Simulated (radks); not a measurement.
Results of a calculation; reference values are marked as such.
These are the eigenvalues of the occupied orbitals of an atom or ion with whole-number occupations (eV). Code: a radial shooting solver on a logarithmic mesh with Libxc functionals. Model: Dirac Kohn-Sham, OLYP, spin-unpolarised, spherical densities, point nucleus.

1s1/2: -88001.27
2s1/2: -15756.47
2p1/2: -15131.12
2p3/2: -12941.73
3s1/2: -3804.019
3p1/2: -3522.375
3p3/2: -3033.657
3d3/2: -2572.171
3d5/2: -2468.056
4s1/2: -882.4247
4p1/2: -760.6057
4p3/2: -640.7852
4d3/2: -442.6859
4d5/2: -420.2906
5s1/2: -170.3249
4f5/2: -163.4399
4f7/2: -158.3740
5p1/2: -128.4404
5p3/2: -105.5013
5d3/2: -46.6637
5d5/2: -43.7585
6s1/2: -29.1034
6p1/2: -19.0635
7s1/2: -7.4083

Which element is it, and in what charge state? The configuration may be excited. Open shells, if any, fill j = l - 1/2 first.

Answer. Z = 82, lead, charge +1: Pb+ in [Xe] 4f14 5d8 6s2 6p1 7s2. The list shows which subshells hold electrons but not how many an open one holds; the 1s level, -3234 hartree, gives Z - s = 80.4 by -(Z - s)^2/2, which with screening and relativity narrows Z to a few neighbours, and the depths of the outer levels then fix element, charge and occupations together.
